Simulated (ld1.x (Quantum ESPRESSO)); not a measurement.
## Building the ultrasoft potential for Sr (Z = 38) (LDA (PZ), fully relativistic).

* Element: Sr (Z = 38)
* Generator: ld1.x (Quantum ESPRESSO) 7.5
* Type: ultrasoft
* Functional: LDA (PZ)
* Relativity: fully relativistic
* Frozen core: [Ar] 3d10 4s2
* Valence charge: 8
* Reference configuration: 4p6 4d0 5s2 5p0
* Partial waves: 5s (bound): rcut 2.45, rcutus 2.75 bohr; 5s channel at 0.9 Ry: rcut 2.45, rcutus 2.75 bohr; 4p (bound): rcut 2.10, rcutus 2.80 bohr; 5p (bound, empty): rcut 2.10, rcutus 2.80 bohr; 4d (bound, empty): rcut 3.25, rcutus 4.20 bohr; 4d channel at 1.25 Ry: rcut 3.25, rcutus 4.20 bohr
* Local potential: all-electron potential smoothed inside 3.25 bohr (lloc = -1)
* Core correction: none
* Augmentation charge: PSQ, inside the norm-conserving radii

Open shells are filled in proportion to 2j + 1 (rel_dist='average').

**Question.** Is a potential produced?

**Answer.** No. ld1.x (Quantum ESPRESSO) 7.5 stopped with "run_pseudo: Errors in PS-KS equation": the pseudo-atom solver did not find the valence states with the expected number of nodes, which is the usual sign of a ghost state. Before that it printed "Warning: n=1, l=0 expected 0 nodes, found 1".
